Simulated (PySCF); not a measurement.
Two species compared at the same levels of theory.

First species: C4H8Cl4Si.
Z-matrix (Å and degrees, GFN2-xTB geometry), rows numbered from 1:
```
Cl
C   1  1.7823
Cl  2  1.7797  1  108.79
C   2  1.5186  1  110.30  3   121.90
C   4  1.5277  2  111.58  1   174.36
Si  5  1.9036  4  113.19  2   175.19
C   6  1.9299  5  107.59  4    53.29
Cl  7  1.7769  6  108.97  5   173.91
Cl  7  1.7787  6  109.56  5    53.96
H   2  1.0919  1  107.20  3  -115.41
H   4  1.0911  2  108.77  1   -63.45
H   4  1.0914  2  107.58  1    53.77
H   5  1.0894  4  108.98  2    53.91
H   5  1.0909  4  108.92  2   -62.06
H   6  1.4593  5  111.25  4   169.84
H   6  1.4637  5  112.25  4   -62.36
H   7  1.0887  6  115.74  5   -66.49
```

Second species: C₄H₁₀O₃Si₂.
Atom-mapped SMILES: `[CH:1]#[C:2][SiH2:3][O:4][SiH:5]([O:6][CH3:7])[O:8][CH3:9]` (hydrogens: H10 on C1; H11, H12 on Si3; H13 on Si5; H14, H15, H16 on C7; H17, H18, H19 on C9)

Levels: PBE0/pcSseg-1 for dipole moment, HOMO energy, LUMO energy and HOMO–LUMO gap; GFN2-xTB for rotational constant A and rotational constant C. Geometries: GFN2-xTB. All species are isolated and taken at one optimised geometry, non-relativistic unless stated; the electronic structure was computed with PySCF and density fitting.

The conformers computed, where there is a choice (atom-mapped SMILES and torsion angles):
- `[Cl:1][CH:2]([Cl:3])[CH2:4][CH2:5][SiH2:6][CH:7]([Cl:8])[Cl:9]`: Cl1–C2–C4–C5 174°, C2–C4–C5–Si6 175°, C4–C5–Si6–C7 53°, C5–Si6–C7–Cl8 174°
- `[CH:1]#[C:2][SiH2:3][O:4][SiH:5]([O:6][CH3:7])[O:8][CH3:9]`: C2–Si3–O4–Si5 -72°, Si3–O4–Si5–O6 -80°, O4–Si5–O6–C7 178°, O4–Si5–O8–C9 51°

Problem. Which of the two has the higher HOMO energy, and by how much?

Solution. The second: -8.21 eV against -8.29 eV, a difference of 0.08 eV.

Problem. Which of the two has the higher rotational constant C, and by how much?

Solution. The second: 0.553 GHz against 0.246 GHz, a difference of 0.307 GHz.

Problem. Which has the higher rotational constant A?

Solution. The second: 1.917 GHz against 1.345 GHz, a difference of 0.572 GHz.

Problem. Which has the higher dipole moment?

Solution. The second: 1.63 D against 0.84 D, a difference of 0.79 D.

On the first: In atomic units the dipole is 0.33 e·bohr (1 au = 2.5417 D).

On the second: In atomic units the dipole is 0.64 e·bohr (1 au = 2.5417 D).
